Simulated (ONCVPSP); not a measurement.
# What one change does to a pseudopotential (Tc, ONCV)

| Item | Value |
| --- | --- |
| Element | technetium |
| Generator | ONCVPSP 4.0.1 |
| Type | optimised norm-conserving Vanderbilt (ONCV) |
| Functional | PBEsol |
| Relativity | scalar-relativistic |
| Frozen core | [Ar] 3d10 |
| Valence charge | 15 |
| Reference configuration | 4s2 4p6 4d5 5s2 |
| Partial waves | 4s+5s: rc 1.50 bohr, ncon 5, nbas 8, qcut 7.8 1/bohr, 2 projectors; 4p: rc 1.60 bohr, ncon 3, nbas 8, qcut 8 1/bohr, 1 projector; 4d: rc 2.10 bohr, ncon 4, nbas 8, qcut 6.9 1/bohr, 1 projector |
| Local potential | polynomial inside 1.15 bohr (lpopt 5, dvloc0 1 Ha) |
| Core correction | Teter function, fcfact 2.5, rcfact 1.55 |

Change: d: qcut 9.

Cutoffs: the cutoffs (Ha) at which the residual kinetic energy of the hardest occupied pseudo-wave falls to 1 and 0.1 mHa per electron; they do not see the model core or the augmentation charge, which bear on the density cutoff. Errors are all-electron minus pseudo energies relative to the spin-unpolarised reference configuration.

Task: What does the change do?

Result: The potential gets neither clearly harder nor softer (27 Ha and 41 Ha → 27 Ha and 41 Ha); the s channel sets the loose cutoff, while the largest relative change is in d, which becomes harder; of the 4 tests that both files solve, the error grows in 1 and shrinks in 1 by more than 15 % and 0.3 meV (median size 3.1 → 2.7 meV); the range in which the d phases agree widens (upper end 1.5 → at the end of the scan); neither file shows a bound ghost.

```csv
quantity,base,changed
"cutoff, loose",27 Ha,27 Ha
"cutoff, tight",41 Ha,41 Ha
loose cutoff by channel,"s 27 Ha, p 13 Ha, d 18 Ha","s 27 Ha, p 13 Ha, d 22 Ha"
bound ghosts,none,none
GHOST(+) flags under 300 eV,s at 269.3 eV,s at 269.3 eV
"error for 4s2 4p6 4d5 5s1, meV [ΔE 8.20 eV]",-1.1,-1.3
"error for 4s2 4p6 4d5 5s0, meV [ΔE 23.04 eV]",-3.2,-4.1
"error for 4s2 4p6 4d4 5s0, meV [ΔE 51.73 eV]",-3.1,-0.8
"error for 4s2 4p6 4d5 5s1 5p1, meV [ΔE 3.80 eV]",+59,+59
s: phases at 1.53 bohr within 0.05 rad from the reference energy up to (Ha; the scan ends near 5),to the end of the scan,to the end of the scan
p: phases at 1.62 bohr within 0.05 rad from the reference energy up to (Ha; the scan ends near 5),0.9,0.9
d: phases at 2.13 bohr within 0.05 rad from the reference energy up to (Ha; the scan ends near 5),1.5,to the end of the scan
"rms error of d²Exc/dni dnj with the model core, mHa",0.63,0.65
```
